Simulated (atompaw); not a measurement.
## How hard is this praseodymium (Pr) PAW (atompaw) potential?

* Element: praseodymium
* Generator: atompaw 4.2.0.5
* Type: PAW
* Functional: PBEsol
* Relativity: scalar-relativistic
* Frozen core: [Kr]
* Valence charge: 23
* Reference configuration: 4d10 4f3 5s2 5p6 5d0 6s0 6p0 (charge +2)
* Partial waves: 5s (bound): rc 2.40 bohr; 6s (bound, empty): rc 2.95 bohr; 5p (bound): rc 2.15 bohr; 6p (bound, empty): rc 2.95 bohr; 4d (bound): rc 1.30 bohr; 5d (bound, empty): rc 2.95 bohr; 4f (bound): rc 1.85 bohr; 4f channel at -0.35 Ry: rc 1.85 bohr
* Local potential: bessel scheme, radius 2.20 bohr
* Core correction: smooth core density matched at 2.60 bohr
* Augmentation charge: sinc compensation charge, radius 2.25 bohr; PAW radius 2.95 bohr; waves and projectors: custom polynom vanderbiltortho

The pseudo-atom Hamiltonian at the reference potential is diagonalised in spherical Bessel functions j_l(qr) that vanish at 20 bohr, with q² up to the cutoff. All-electron valence levels (Ry): 5s -3.8073, 6s -0.9575, 5p -2.5103, 6p -0.6892, 4d -9.0405, 5d -0.9881, 4f -1.0190.

How do the lowest levels (Ry) of each channel move with the cutoff, and are there ghosts?

```
cutoff (Ry)     s #1     s #2     p #1     p #2     p #3     d #1     d #2     d #3     f #1     f #2  Σ f·Δε (mRy)
          8  -3.8060  -0.9572  -2.4527  -0.6886  -0.3209  -0.9855  -0.3793  -0.2070  -0.3063  -0.1756       83035.6
         15  -3.8071  -0.9575  -2.5100  -0.6891  -0.3210  -4.0877  -0.9877  -0.3715  -0.3808  -0.2321       51444.5
         30  -3.8073  -0.9575  -2.5103  -0.6892  -0.3210  -8.1169  -0.9881  -0.3735  -1.0106  -0.2905        9261.1
         45  -3.8073  -0.9575  -2.5103  -0.6892  -0.3210  -8.9636  -0.9881  -0.3736  -1.0169  -0.2907         774.8
         70  -3.8073  -0.9575  -2.5103  -0.6892  -0.3210  -9.0324  -0.9881  -0.3736  -1.0188  -0.2907          80.7
        100  -3.8073  -0.9575  -2.5103  -0.6892  -0.3210  -9.0394  -0.9881  -0.3736  -1.0190  -0.2907          10.3
        160  -3.8073  -0.9575  -2.5103  -0.6892  -0.3210  -9.0403  -0.9881  -0.3736  -1.0190  -0.2907           1.1
        230  -3.8073  -0.9575  -2.5103  -0.6892  -0.3210  -9.0404  -0.9881  -0.3736  -1.0190  -0.2907           0.2
        400  -3.8073  -0.9575  -2.5103  -0.6892  -0.3210  -9.0404  -0.9881  -0.3736  -1.0190  -0.2907           0.0
```

Result: no extra level below or beside the all-electron valence levels (s, p, d, f tested); 10 mRy is reached at 110 Ry and 1 mRy at 180 Ry.
